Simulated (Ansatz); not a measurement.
Molecule: C2H7Si (charge 0, doublet). It need not be the lowest isomer of its formula. 
Geometry from a B3LYP-D3(BJ)/def2-TZVP (Ansatz, a program for electronic structure) optimisation:
```
C
H 1 1.0940
H 1 1.0940 2 107.69
C 1 1.4754 2 112.03 3 123.64
H 4 1.0808 1 120.72 2 -155.69
H 4 1.0808 5 117.79 1 170.08
Si 1 1.9041 2 107.11 3 -114.92
H 7 1.4816 1 109.67 2 -62.55
H 7 1.4816 8 108.94 1 120.04
H 7 1.4863 8 108.84 9 118.55
```
Charge 0, spin multiplicity 2.

Parts of the frozen-core correlation energy in cc-pV(T+d)Z (Ansatz, hartree). Frozen orbitals: 7; correlated occupied orbitals by spin: 10 and 9; virtual: 180 and 181. Open shells are spin-unrestricted. No spin-orbit coupling. No relativistic terms.

| term | value |
|---|---|
| reference (HF) | -368.73933 |
| MP2 opposite-spin | ? |
| MP2 same-spin | ? |
| CCSD correlation | ? |
| (T) | -0.01773 |
| T1 diagnostic | 0.013 |
| largest doubles amplitude | 0.020 |
| <S^2> of the reference | 0.764 |

### Question
Complete the blanks.

### Answer

- MP2 opposite-spin, value: -0.36563
- MP2 same-spin, value: -0.08865
- CCSD correlation, value: -0.50427
